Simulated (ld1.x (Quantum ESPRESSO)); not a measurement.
## ruthenium, RRKJ: configuration errors across variants

* Element: ruthenium (Ru)
* Generator: ld1.x (Quantum ESPRESSO) 7.5
* Type: norm-conserving RRKJ (Kleinman–Bylander form)
* Functional: BLYP
* Relativity: scalar-relativistic
* Frozen core: [Ar] 3d10
* Valence charge: 16
* Reference configuration: 4s2 4p6 4d7 5s0.5 5p0 (charge +0.5)
* Partial waves: 4p (bound): rc 1.55 bohr; 4d (bound): rc 1.85 bohr; 4s (bound): rc 1.05 bohr
* Local potential: the s channel
* Core correction: none
* rho0: 0.02

Occupied shells without a wave of their own: 5s. They enter only through the test configuration that unscreens the potential.

All-electron excitation energies from the reference (eV): (1) 4s2 4p6 4d7 5s1 5p0 -2.882; (2) 4s2 4p6 4d7 5s0 5p0 4.484; (3) 4s2 4p6 4d6 5s0 5p0 22.602; (4) 4s2 4p6 4d6 5s1 5p1 2.659; (5) 4s2 4p6 4d6 5s1 5p0 7.106; (6) 4s2 4p6 4d4 5s0 5p0 97.507; (7) 4s2 4p6 4d7.5 5s0.5 5p0 -3.141.

On the changes marked as counting shells twice: ld1.x takes every shell without a wave as core, so the model core holds the marked electrons as well and exchange and correlation see them twice. This cancels in the reference configuration, but the file is broken for other ones, and its errors say nothing about a proper core correction.

4 further variants failed, have other tests or another functional or relativity, and are left out.

The file “all radii scaled by about 1.24 (s 1.30, p 1.92, d 2.28 bohr)” misses its own reference levels by 0.3 eV. The file “wave 4s (bound): rc 1.05 bohr becomes 4s (bound): rc 1.50 bohr” misses its own reference levels by 0.9 eV. The file “local potential all-electron potential smoothed inside 1.15 bohr (lloc = -1)” misses its own reference levels by 0.3 eV.

Errors AE − PS in meV (a dash: test not solved or not reliable):

| change | (1) | (2) | (3) | (4) | (5) | (6) | (7) | bound ghosts |
| --- | --- | --- | --- | --- | --- | --- | --- | --- |
| base | +33 | -43 | -64 | +114 | +55 | -45 | -0.5 | none |
| core correction a·sin(br)/r model core inside 1.16 bohr (5s counted twice) | +23 | -53 | -114 | +78 | +54 | -210 | -6.0 | none |
| local potential all-electron potential smoothed inside 0.90 bohr (lloc = -2) | +89 | -118 | -181 | +184 | +148 | -272 | -0.7 | none |
| all radii scaled by about 1.24 (s 1.30, p 1.92, d 2.28 bohr) | +127 | -166 | -251 | +336 | +214 | -184 | -1.2 | none |
| wave 4s (bound): rc 1.05 bohr becomes 4s (bound): rc 1.50 bohr | +376 | -488 | -713 | +709 | +590 | -1124 | -1.8 | none |
| wave 4d (bound): rc 1.85 bohr becomes 4d (bound): rc 1.66 bohr | +33 | -43 | -63 | +113 | +54 | -61 | -0.4 | none |
| local potential all-electron potential smoothed inside 1.15 bohr (lloc = -1) | +121 | -164 | -256 | +236 | +207 | -422 | -0.6 | none |
| wave 4d (bound): rc 1.85 bohr becomes 4d (bound): rc 2.80 bohr | +33 | -44 | -44 | +202 | +127 | +1282 | +1.6 | none |

(1) Give the same row for: wave 4p (bound): rc 1.55 bohr becomes 4p (bound): rc 2.12 bohr.

## Answers

(1) +33, -43, -64, +107, +55, -49, -0.5; bound ghosts: none.
